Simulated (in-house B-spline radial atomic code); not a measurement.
**Ionising Ca X (Ca9+) with different functionals**

Computed with an all-electron radial atomic-structure program (B-spline basis): non-relativistic Hamiltonian, point nucleus, spin-polarised at highest spin, spherical fractional occupations for the functionals. The ionisation energy is the difference of two self-consistent energies, [Ne] 3s1 → [He] 2s2 2p6, without Breit or QED terms; ε is the level of the shell that loses the electron (its least bound occupied spin orbital).

```tsv
method	rung	ΔSCF (eV)	-ε(3s) (eV)
LDA VWN5	LDA	211.22	201.47
LDA PW92	LDA	211.21	201.46
LDA exchange-only	LDA	210.03	200.30
PBE	GGA	211.54	201.43
PBEsol	GGA	210.98	201.27
BLYP	GGA	212.02	201.67
RPBE	GGA	211.39	201.29
PW91	GGA	211.66	201.63
BP86	GGA	210.94	201.50
AM05	GGA	210.71	201.22
OLYP	GGA	211.45	201.41
TPSS	meta-GGA	210.89	201.43
SCAN	meta-GGA	210.28	201.90
r2SCAN	meta-GGA	210.15	201.82
M06-L	meta-GGA	209.05	201.22
revTPSS	meta-GGA	210.61	201.41
PBE0	global hybrid	211.20	203.69
B3LYP	global hybrid	211.85	203.60
```

Question: How do they compare with the NIST value?

Answer: NIST lists 211.275 eV ± 0.004 (semi-empirical, ground level to ground level). Errors run from -2.23 to +0.75 eV; LDA VWN5 is closest (-0.06 eV), but part of that can be cancellation, since the calculations leave out relativity, Breit-QED terms.
